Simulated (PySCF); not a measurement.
Level of theory: delta-SCF UKS SCAN, pcX-2 on the ionised atom, pcseg-1 elsewhere, spin-free X2C (PySCF 2.14.0). Geometries: PBE0-D3(BJ)/def2-SVP; isolated species, one conformer each. Values against the vacuum level.

Task: Order these sites by rising C 1s binding energy.
A. C1 in `[CH3:1][CH2:2][CH2:3][P@@:4]([CH3:5])(=[O:6])[CH2:7][OH:8]`
B. C1 in `[CH3:1][CH2:2][C@@H:3]1[CH2:4][CH2:5][C@H:6]([GeH3:7])[CH2:8]1`
C. C3 in `[CH3:1][CH2:2][C@@H:3]1[CH2:4][CH2:5][C@@H:6]([GeH3:7])[CH2:8]1`
D. C5 in `[CH3:1][CH2:2][CH:3]1[CH2:4][CH2:5][GeH2:6][CH2:7][CH2:8]1`
E. C1 in `[CH3:1][O:2]/[CH:3]=[P:4]/[CH:5]1[CH2:6][CH2:7]1`
F. C2 in `[CH3:1][CH2:2][NH:3][SiH3:4]`

Result: D (289.85 eV), C (290.16 eV), B (290.43 eV), A (290.73 eV), F (291.60 eV), E (292.38 eV).

The highest is bonded to O and 3 H, the lowest to C, 2 H and Ge; the range is 2.53 eV.
